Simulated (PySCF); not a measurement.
PySCF job for C4H9FSi, SMILES F/C=C\[SiH2]CC, B3LYP/pcSseg-1. Geometry optimised at PBE0-D3(BJ)/def2-SVP. The structure was generated by enumeration; whether it is a known compound was not checked. Other conformers were not sampled.

```python
import numpy as np
from pyscf import gto, scf, dft
from pyscf.prop.nmr import rks as nmr

mol = gto.M(
    atom='''
    C    -3.19447016    0.07855770   -0.12867633
    C    -1.87156605   -0.50244307   -0.61897833
    Si   -0.34817639    0.23244750    0.21275935
    C     1.19144463   -0.57602754   -0.48959355
    C     2.42802391   -0.26698770   -0.11073177
    F     2.67261379    0.65911209    0.81573281
    H    -3.24868954    1.16501268   -0.30306690
    H    -4.05652858   -0.37809421   -0.63989281
    H    -3.33177221   -0.08355385    0.95234459
    H    -1.76291126   -0.35428464   -1.70793582
    H    -1.84552501   -1.59504863   -0.46044676
    H    -0.41770745    0.01179293    1.69228109
    H    -0.30432732    1.71158437   -0.01646522
    H     1.11270859   -1.35204625   -1.25801456
    H     3.35510438   -0.71023257   -0.49115015
    ''',
    basis='pcSseg-1',
    charge=0,
    spin=0,
    max_memory=1600,
    verbose=3,
)
mf = dft.RKS(mol, xc='b3lyp')
mf.grids.level = 3
mf.conv_tol = 1e-10
mf.max_cycle = 100
mf.kernel()
n = nmr.NMR(mf)
n.verbose = 2
n.max_cycle_cphf = 60
sigma = n.kernel()
print('atom   isotropic/ppm   span/ppm')
for i, s in enumerate(sigma):
    w = np.linalg.eigvalsh((s + s.T) / 2)
    print(f'{mol.atom_symbol(i):2s}{i + 1:3d} {w.mean():14.3f} {w[2] - w[0]:11.3f}')
```

Program output:

```
converged SCF energy = -547.152211049451
atom   isotropic/ppm   span/ppm
C   1        168.104      20.696
C   2        173.257      20.657
Si  3        386.891      80.012
C   4         74.831     193.938
C   5          9.222     179.310
F   6        253.023     241.801
H   7         30.381      10.236
H   8         29.950      12.206
H   9         30.381      10.231
H  10         30.711      10.360
H  11         30.711      10.369
H  12         27.014       7.505
H  13         27.012       7.498
H  14         26.911       4.324
H  15         24.405       6.671
```

Self-consistency was reached.

Cost: about 70 core-seconds (a rough figure).
